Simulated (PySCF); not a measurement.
Molfile (atoms numbered from 1):
```
CH11PSi3
     RDKit          3D

 16 15  0  0  0  0  0  0  0  0999 V2000
   -2.0597   -1.0538   -0.0080 Si  0  0  0  0  0  4  0  0  0  0  0  0
   -1.0188   -0.3841    1.4097 C   0  0  0  0  0  0  0  0  0  0  0  0
    0.5968    0.4658    0.9204 Si  0  0  1  0  0  4  0  0  0  0  0  0
    1.9408   -0.9473   -0.3875 Si  0  0  0  0  0  4  0  0  0  0  0  0
    0.3287    2.3786   -0.2718 P   0  0  0  0  0  0  0  0  0  0  0  0
   -2.5452    0.0580   -0.8810 H   0  0  0  0  0  0  0  0  0  0  0  0
   -1.2405   -1.9838   -0.8462 H   0  0  0  0  0  0  0  0  0  0  0  0
   -3.2457   -1.8008    0.5116 H   0  0  0  0  0  0  0  0  0  0  0  0
   -1.6274    0.3247    1.9978 H   0  0  0  0  0  0  0  0  0  0  0  0
   -0.7677   -1.2247    2.0809 H   0  0  0  0  0  0  0  0  0  0  0  0
    1.3510    0.8511    2.1562 H   0  0  0  0  0  0  0  0  0  0  0  0
    1.4119   -1.0212   -1.7850 H   0  0  0  0  0  0  0  0  0  0  0  0
    3.3418   -0.4279   -0.4359 H   0  0  0  0  0  0  0  0  0  0  0  0
    1.9566   -2.3307    0.1851 H   0  0  0  0  0  0  0  0  0  0  0  0
   -0.7211    2.8806    0.5592 H   0  0  0  0  0  0  0  0  0  0  0  0
   -0.5710    1.7809   -1.2071 H   0  0  0  0  0  0  0  0  0  0  0  0
  1  2  1  0
  2  3  1  0
  3  4  1  0
  3  5  1  0
  1  6  1  0
  1  7  1  0
  1  8  1  0
  2  9  1  0
  2 10  1  0
  3 11  1  1
  4 12  1  0
  4 13  1  0
  4 14  1  0
  5 15  1  0
  5 16  1  0
M  END
```

Geometry: PBE0-D3(BJ)/def2-SVP; GIAO absolute shieldings from PySCF, gas phase, non-relativistic, averaged over equivalent atoms.

At LC-wPBE/pcSseg-1 (168 basis functions, 26 s wall time on 1 thread of an x86-64 server CPU, shared host):
```tsv
atoms	σ (ppm)
Si3	407.9
Si1	428.7
Si4	460.9
C2	199.4
P5	597.5
H11	27.01
H6/H7/H8	27.49
H12/H13/H14	27.86
H15/H16	29.60
H10	31.45
H9	31.46
```

Problem. Estimate the result of repeating the calculation with mPW1PW91/pcSseg-1.

Solution. 
```tsv
atoms	σ at mPW1PW91/pcSseg-1	change
Si3	393.8	-14.1
Si1	421.6	-7.1
Si4	452.4	-8.5
C2	191.1	-8.3
P5	583.1	-14.4
H11	26.83	-0.18
H6/H7/H8	27.41	-0.08
H12/H13/H14	27.79	-0.07
H15/H16	29.52	-0.08
H10	31.20	-0.25
H9	31.30	-0.16
```

The largest change is at P5 (phosphorus bonded to Si, 2 H). Cost: 168 basis functions, 18 s wall time on 1 thread of an Arm Neoverse V1, shared host.
